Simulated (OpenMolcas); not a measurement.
## B+: input and output

Input:

```
&GATEWAY
Coord
1

B 0.0 0.0 0.0
Basis=ANO-RCC-VTZP
Group=XYZ
NoMove
AngMom=0.0 0.0 0.0
AMFI
&SEWARD
&RASSCF
FileOrb=start.orb
Symmetry=1
Spin=3
nActEl=2 0 0
Inactive=1 0
Ras2=1 3
CIRoot=3 3 1
SDav=3
CIMx=300
Iter=120 100
PrWF=0.3
OrbListing=Nothing
MaxOrb=0
Atom
>>> COPY $Project.JobIph JOB001
&RASSCF
FileOrb=start.orb
Symmetry=1
Spin=1
nActEl=2 0 0
Inactive=1 0
Ras2=1 3
CIRoot=7 7 1
SDav=7
CIMx=300
Iter=120 100
PrWF=0.3
OrbListing=Nothing
MaxOrb=0
Atom
>>> COPY $Project.JobIph JOB002
&RASSCF
FileOrb=start.orb
Symmetry=2
Spin=3
nActEl=2 0 0
Inactive=1 0
Ras2=1 3
CIRoot=3 3 1
SDav=3
CIMx=300
Iter=120 100
PrWF=0.3
OrbListing=Nothing
MaxOrb=0
Atom
>>> COPY $Project.JobIph JOB003
&RASSCF
FileOrb=start.orb
Symmetry=2
Spin=1
nActEl=2 0 0
Inactive=1 0
Ras2=1 3
CIRoot=3 3 1
SDav=3
CIMx=300
Iter=120 100
PrWF=0.3
OrbListing=Nothing
MaxOrb=0
Atom
>>> COPY $Project.JobIph JOB004
&RASSI
NrOfJobIphs=4 3 7 3 3
1 2 3
1 2 3 4 5 6 7
1 2 3
1 2 3
IphNames
JOB001
JOB002
JOB003
JOB004
EJob
SpinOrbit
DIPRint=1.0
SOCoupling=1000.0
Subsets=2
MEES
Property=10
'ANGMOM' 1 'ANGMOM' 2 'ANGMOM' 3 'MLTPL  1' 1 'MLTPL  1' 2 'MLTPL  1' 3
'AMFI' 1 'AMFI' 2 'AMFI' 3 'MLTPL  2' 6
SOProperty=3
'ANGMOM' 1 'ANGMOM' 2 'ANGMOM' 3
```

A driver script runs the steps one by one and writes start.orb anew before each from the orbitals found so far.

Output, cut to the results:

```
--- SEWARD ---
Basis set label: B.ANO-RCC...4S3P2D1F.

      Electronic valence basis set:
      ------------------
      Associated Effective Charge   5.000000 au
      Associated Actual Charge      5.000000 au
      Nuclear Model: Point charge

      Shell  nPrim  nBasis  Cartesian Spherical Contaminant
         s      14       4        X
         p       9       3        X
         d       5       2                 X
         f       3       1                 X
                  Relativistic Douglas-Kroll-Hess integrals:
                    - DKH order of Hamiltonian: 2
                    - DKH order of Properties : 0
                  Atomic mean-field integrals
--- RASSCF ---
Wave function specifications:
      -----------------------------

      Number of closed shell electrons           2
      Number of electrons in active shells       2
      Max number of holes in RAS1 space          0
      Max nr of electrons in RAS3 space          0
      Number of inactive orbitals                1
      Number of active orbitals                  4
      Number of secondary orbitals              25
      Spin quantum number                      1.0
      State symmetry                             1
Orbital specifications:
      -----------------------

      Symmetry species                           1   2
                                                ag  au
      Frozen orbitals                            0   0
      Inactive orbitals                          1   0
      Active orbitals                            1   3
      RAS1 orbitals                              0   0
      RAS2 orbitals                              1   3
      RAS3 orbitals                              0   0
      Secondary orbitals                        12  13
      Deleted orbitals                           0   0
      Number of basis functions                 14  16
      Number of CSFs                             3
      Number of root(s) required                 3
      Iter CI   SX   CI       RASSCF       Energy    max ROT     max BLB   max BLB  Level Ln srch  Step   QN
          iter iter root      energy       change     param      element    value   shift minimum  type update
 Nr of preliminary CI iterations:   1
 ###############################################################################
 ###############################################################################
 ###                                                                         ###
 ###                                                                         ###
 ###    WARNING: Problems in orbital optimization.                           ###
 ###                                                                         ###
 ###                                                                         ###
 ###############################################################################
 ###############################################################################
  Warning: In symmetry  1, orbital p=   2 has diagonal density matrix element D(p,p) close to zero. D(p,p)=  0.000000E+00
        1   1    2    0   -23.84068991    0.00E+00   1.49E-07    1   2 1  8.15E-07   0.50   0.00    SX    NO
        ...
 ###############################################################################
 ###############################################################################
  Warning: In symmetry  1, orbital p=   2 has diagonal density matrix element D(p,p) close to zero. D(p,p)=  0.000000E+00
        4   1    1    0   -23.84068991    3.55E-15   0.00E+00    1   2 1  4.20E-08   0.50   0.00    SX    NO
      Convergence after  4 iterations
        5   1    1    0   -23.84068991   -1.42E-14   0.00E+00    1   2 1  4.20E-08   0.50   0.00    SX    NO
      Natural orbitals and occupation numbers for root  1
      sym 1:   0.000000
      sym 2:   1.000000   1.000000  -0.000000
      Natural orbitals and occupation numbers for root  2
      sym 1:   0.000000
      sym 2:   1.000000  -0.000000   1.000000
      Natural orbitals and occupation numbers for root  3
      sym 1:   0.000000
      sym 2:   0.000000   1.000000   1.000000
::    RASSCF root number  1 Total energy:    -23.84068991
::    RASSCF root number  2 Total energy:    -23.84068991
::    RASSCF root number  3 Total energy:    -23.84068991
--- RASSCF ---
Wave function specifications:
      -----------------------------

      Number of closed shell electrons           2
      Number of electrons in active shells       2
...
--- RASSI ---
SPIN-FREE ENERGIES:
  (Shifted by EMIN (a.u.) =        -24.2983038541)

 SF State       Relative EMIN(au)   Rel lowest level(eV)    D:o, cm**(-1)      L_eff

     4             0.0000000000        0.0000000000              0.0000         0.0
    11             0.1719137844        4.6780123894          37730.7145         1.0
    12             0.1719137844        4.6780123894          37730.7145         1.0
    13             0.1719137844        4.6780123894          37730.7145         1.0
    14             0.3798865121       10.3372386114          83375.4522         1.0
    15             0.3798865121       10.3372386114          83375.4522         1.0
    16             0.3798865121       10.3372386114          83375.4522         1.0
     2             0.4576139447       12.4523097995         100434.6518         1.0
     3             0.4576139447       12.4523097995         100434.6518         1.0
     1             0.4576139447       12.4523097995         100434.6518         1.0
     8             0.5132256738       13.9655820404         112640.0156         2.0
     9             0.5132256738       13.9655820404         112640.0156         2.0
     5             0.5132256738       13.9655820404         112640.0156         2.0
     6             0.5132256738       13.9655820404         112640.0156         2.0
     7             0.5132256738       13.9655820404         112640.0156         2.0
    10             0.6488452696       17.6559792436         142405.0763         0.0
     Dipole printing threshold changed to   1.00000000E+00

++ Dipole transition strengths (spin-free states):
   -----------------------------------------------
     for osc. strength at least  1.00000000E+00

  ( Max oscillator strength is only   0.35803736019058818      )
--
Eigenvalues of complex Hamiltonian:
   -----------------------------------
  (Shifted by EMIN (a.u.) =        -24.2983038541)

...
```

Levels above the lowest, from the spin-orbit matrix, grouped by J:

```csv
Configuration,Term,J,E (cm⁻¹),Measured (cm⁻¹),g,Term weight %
2s²,¹S,0,0.0,0.0,,100
2s 2p,³P°,0,37716,37336,,100
2s 2p,³P°,1,37723,37342,1.501,100
2s 2p,³P°,2,37738,37358,1.501,100
2s 2p,¹P°,1,83375,73397,1.000,100
2p²,³P,0,100420,98911,,100
2p²,³P,1,100427,98920,1.501,100
2p²,³P,2,100442,98933,1.501,100
2p²,¹D,2,112640,102363,1.000,100
2p²,¹S,0,142405,127661,,100
```

Against the 9 measured excited levels shown (NIST Handbook of Basic Atomic Spectroscopic Data) the mean absolute deviation is 4500 cm-1; the largest miss in energy is 2p² ¹S₀: computed 142405, measured 127661 cm⁻¹ (+11.5 %).

Without dynamic correlation excited terms often stand tens of per cent too high (terms of higher spin than the ground term too low), and those without a measured partner can miss by more than the paired ones. Measured partners are found by configuration, term and J. A level has none where our copy of the source lacks it or the pairing is in doubt (some pairs that miss far off the trend of their configuration count as doubtful), and it then counts in no deviation. Levels of configurations outside the active space are missing.

The term weight is that of the spin-free term in the level, not the purity of its configuration. ° marks odd parity.
